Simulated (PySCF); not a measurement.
A GIAO shielding run with PySCF 2.14 (density fitting, non-relativistic, gas phase) on `CC(=O)[C@@H]1C[C@]1([SiH3])S[SiH3]`, C$_{5}$H$_{12}$OSSi$_{2}$:

```
$ OMP_NUM_THREADS=1 python probes_run.py task.json out

{"job": {"kind": "nmr", "xc": "PBE0", "basis": "pcSseg-1"}, "charge": 0, "multiplicity": 1}
C     -2.830023     0.671546     0.934846
C     -1.461088     0.038502     0.941861
O     -0.851871    -0.192927     1.962390
C     -0.908638    -0.247155    -0.398668
C      0.245980    -1.207744    -0.504033
C      0.506528     0.236564    -0.725712
Si     0.852804     0.900894    -2.466124
S      1.394704     1.250381     0.483755
Si     2.447229    -0.108716     1.771816
H     -3.156106     0.864686     1.953123
H     -3.541257     0.012185     0.441239
H     -2.790335     1.607321     0.380528
H     -1.624105    -0.204637    -1.210769
H      0.279572    -1.873025    -1.355935
H      0.563190    -1.660846     0.425445
H      0.444865     2.299915    -2.517568
H      0.055392     0.093122    -3.396310
H      2.278671     0.724766    -2.724585
H      3.419885     0.789747     2.372415
H      1.574355    -0.741938     2.741768
H      3.091328    -1.080995     0.890047
```

Hardware: 1 thread of an Intel Xeon, shared host. The job also computes population analyses, field gradients, ring-centre shieldings.

Q: How large is the calculation?

A: 94 electrons, 234 basis functions and 1283 auxiliary functions.

Q: How long does it take, and how much memory does it need?

A: 120 s of wall time, with 14 SCF cycles and 5 response iterations; peak memory 1.1 GiB. Times on a shared host scatter by some tens of per cent.
